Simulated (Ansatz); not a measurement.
`[CH3][SnH2][F]` → `[CH3]`• + `[F][SnH2]`•  (homolysis of the C–Sn bond)

Calculated with Ansatz (gas phase, PBE0-D4/def2-TZVP geometries, no zero-point term in ΔE). CCSD(T)/CBS is the MP2 limit (def2-TZVPP, def2-QZVPP) plus CCSD(T) − MP2 in def2-TZVPP, frozen cores. This one scheme is used for every species. DFT in def2-TZVPP. Open shells (•) are unrestricted, without spin–orbit coupling. def2 core potentials past Kr. For Sn outer-core shells are correlated without core-valence functions, which leaves a few kJ/mol of doubt a bond.

```tsv
level	ΔE (kJ/mol)	difference from CCSD(T)/CBS
B97M-V	306.9	-16.8
CAM-B3LYP-D4	298.2	-25.5
ωB97X-V	318.1	-5.6
PBE-QIDH	311.9	-11.8
PBE	295.2	-28.5
BHLYP	281.1	-42.6
HF/def2-SVP	204.7	-119.0
MP2/def2-TZVPP	326.1	2.4
CCSD/def2-TZVPP	303.0	-20.7
CCSD(T)/def2-TZVPP	312.0	-11.7
CCSD(T)/CBS	323.7	0
```

Largest T1 diagnostic among the species: 0.017.

Leaving LDA and LC-ωPBE aside and taking each functional with its dispersion term where it has one, the values, not all of them listed here, spread over 35.6 kJ/mol, from BLYP-D4 to ωB97X-V. LDA lies +60.6 kJ/mol from PBE without D4, its usual overbinding. In def2-TZVPP, CCSD(T) changes the Hartree–Fock value by +108.7 kJ/mol (the triples alone add +9.0 kJ/mol) and MP2 by +122.7 kJ/mol; breaking electron pairs costs correlation energy, which Hartree–Fock lacks.
